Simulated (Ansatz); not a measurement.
Relaxation of C₂H₇BO₂Si (13 atoms, charge 0, multiplicity 1), to a largest force component of 0.02 eV/Å in at most 40 steps.

All numbers below come from Ansatz 0.2.0, RKS r2SCAN-D4/STO-3G.

```xyz
13
Properties=species:S:1:pos:R:3
O -0.622 -1.443 -1.490
C 0.207 -0.486 -0.912
C 1.355 -1.153 -0.337
O 1.058 -0.887 0.977
B -0.229 -0.122 0.567
Si -1.006 1.536 1.280
H -1.379 -0.854 -1.888
H 0.497 0.407 -1.562
H 1.436 -2.232 -0.479
H 2.345 -0.629 -0.530
H -0.161 2.046 2.376
H -1.084 2.518 0.216
H -2.397 1.264 1.797
```

**Question.** Where does it end, and by what steps?

**Answer.** The run converged. Limits of this set-up: minimal basis. After 9 steps the energy has fallen by 1.960 eV; B5 moved furthest, 0.52 Å.

| step | energy less start (eV) | largest force component (eV/Å) | accepted |
| --- | --- | --- | --- |
| 0 | 0.0000 | 5.989 | yes |
| 1 | -1.5416 | 2.413 | yes |
| 2 | -1.8398 | 0.854 | yes |
| 3 | -1.7372 | 1.964 | no |
| 4 | -1.9080 | 0.180 | yes |
| 5 | -1.9406 | 0.089 | yes |
| 6 | -1.9463 | 0.221 | yes |
| 7 | -1.9593 | 0.050 | yes |
| 8 | -1.9597 | 0.026 | yes |
| 9 | -1.9598 | 0.013 | yes |

```xyz
13
Properties=species:S:1:pos:R:3
O -0.748 -1.378 -1.549
C 0.273 -0.444 -1.048
C 1.425 -1.228 -0.311
O 1.177 -0.472 0.974
B 0.121 0.234 0.415
Si -1.032 1.528 1.330
H -1.497 -0.721 -1.794
H 0.676 0.207 -1.860
H 1.229 -2.310 -0.169
H 2.462 -1.065 -0.669
H -0.442 2.042 2.547
H -1.326 2.653 0.469
H -2.299 0.919 1.679
```

Run time: 38 s on 1 thread of Arm Neoverse V2, on a shared host, peak memory 0.14 GiB.
